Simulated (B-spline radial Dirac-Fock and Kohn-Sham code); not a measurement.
# Dipole and non-dipole photoemission parameters of Re⁵⁺ 4f5/2

System: Re⁵⁺, [Xe] 4f14 5d2; threshold 119.7 eV (orbital energy of the model). Level of theory: Dirac-Hartree-Slater photoionisation with a Latter tail; cross sections with all multipoles, angular parameters from the dipole term and its interference with E2; a radial atomic solver.

Input file task.json (cfg lists n, l and occupation; rrms is the nuclear radius in fm):

```json
{"items": [{
  "Z": 75,
  "q": 5,
  "cfg": [[1, 0, 2], [2, 0, 2], [2, 1, 6], [3, 0, 2], [3, 1, 6], [3, 2, 10], [4, 0, 2], [4, 1, 6], [4, 2, 10], [4, 3, 14], [5, 0, 2], [5, 1, 6], [5, 2, 2]],
  "A": 187,
  "rrms": 5.3698,
  "do": "xps",
  "hv": [80, 89.6, 100, 139.0, 150, 188.0, 243.0, 400, 570.0, 600.0, 800, 804.0, 820.0, 874.0, 966.0, 1000, 1253.6, 1400.0, 1490.0, 1680.0, 2180.0, 2340.0, 6000, 6600.0, 8210.0, 9500.0, 10100.0, 11400.0, 11900.0, 12800.0]
}]}
```

Command: `python xray2_run.py task.json out`

For linearly polarised light dσ/dΩ = σ/(4π) [1 + β P₂(cos θ) + (δ + γ cos²θ) sin θ cos φ], with θ from the polarisation vector and φ the angle between the beam and the projection of the electron momentum on the plane normal to the polarisation.

| hν (eV) | σ (kb) | β | γ | δ |
| --- | --- | --- | --- | --- |
| 139 | 1690 | 0.849 | 0.010 | 0.004 |
| 150 | 2010 | 0.622 | 0.006 | 0.006 |
| 188 | 2580 | 0.339 | -0.001 | 0.011 |
| 243 | 2610 | 0.327 | -0.002 | 0.016 |
| 400 | 1670 | 0.557 | 0.004 | 0.027 |
| 570 | 886 | 0.749 | 0.023 | 0.037 |
| 600 | 793 | 0.775 | 0.027 | 0.039 |
| 800 | 400 | 0.905 | 0.065 | 0.050 |
| 804 | 395 | 0.907 | 0.066 | 0.051 |
| 820 | 376 | 0.914 | 0.070 | 0.052 |
| 874 | 318 | 0.938 | 0.083 | 0.055 |
| 966 | ? | ? | ? | ? |
| 1000 | 220 | 0.982 | 0.116 | 0.062 |
| 1253.6 | 114 | 1.034 | 0.192 | 0.076 |
| 1400 | 80.9 | 1.051 | 0.239 | 0.083 |
| 1490 | 66.5 | 1.057 | 0.268 | 0.088 |
| 1680 | 45.2 | 1.065 | 0.330 | 0.098 |
| 2180 | 18.8 | 1.058 | 0.486 | 0.122 |
| 2340 | 14.7 | 1.051 | 0.532 | 0.130 |
| 6000 | 0.417 | 0.824 | 1.217 | 0.296 |
| 6600 | 0.283 | 0.795 | 1.285 | 0.322 |
| 8210 | 0.115 | 0.727 | 1.438 | 0.389 |
| 9500 | 0.0617 | 0.682 | 1.538 | 0.441 |
| 10100 | 0.0475 | 0.663 | 1.580 | 0.464 |
| 11400 | 0.0281 | 0.626 | 1.658 | 0.513 |
| 11900 | 0.0233 | 0.613 | 1.684 | 0.532 |
| 12800 | 0.0169 | 0.591 | 1.727 | 0.564 |

Q: Give the values at 966 eV.

A: σ = 242 kb, β = 0.971, γ = 0.107, δ = 0.060.

Values without a named source are computed, but for edge energies of neutral atoms, which are taken from tables.
